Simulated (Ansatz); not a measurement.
Calculated with Ansatz (gas phase, PBE0-D4/def2-TZVP geometries, no zero-point term in ΔE). CBS: MP2 limit from def2 TZ/QZ plus the TZ coupled-cluster correction, frozen cores. This one scheme is used for every species. Functionals use def2-TZVPP. B3LYP here is the variant with VWN-RPA as its local correlation; programs differ in this. HSE06 is defined as in plane-wave codes. For Ga outer-core shells are correlated without core-valence functions, which leaves a few kJ/mol of doubt a bond. Scalar relativity is left out up to krypton. One conformer a species, not always the lowest.

Consider the ligand exchange at a Ga–C bond: `[CH3][Ga]([CH3])[F]` + CH₃SH → `C[S][Ga]([CH3])[F]` + CH₄.

Problem. Is it downhill or uphill in electronic energy at CCSD(T)/CBS, and by how much? (Estimate.)

Solution. Computed: Downhill: ΔE = -23.2 kcal/mol.

Problem. What do these levels give: B3LYP, r2SCANh, r2SCAN0, HSE06, BHLYP, MP2/def2-QZVPP? (Best estimate.)

Solution. Computed: B3LYP -22.7, r2SCANh -24.3, r2SCAN0 -24.1, HSE06 -23.1, BHLYP -23.1, MP2/def2-QZVPP -23.9 kcal/mol.

Largest T1 diagnostic among the species: 0.013.

At CCSD(T), def2-SVP lies −1.5 kcal/mol from the extrapolated value and def2-TZVPP +0.1 kcal/mol. The D4 term adds −1.5 kcal/mol with B3LYP and −0.9 kcal/mol with PBE0; it sums over pairs of atoms, weighted by their polarisabilities, and B3LYP, whose exchange is more repulsive, gets the larger term. Leaving LDA and LC-ωPBE aside and taking each functional with its dispersion term where it has one, the values, not all of them listed here, spread over 2.1 kcal/mol, from B97M-V to ωB97M-V.
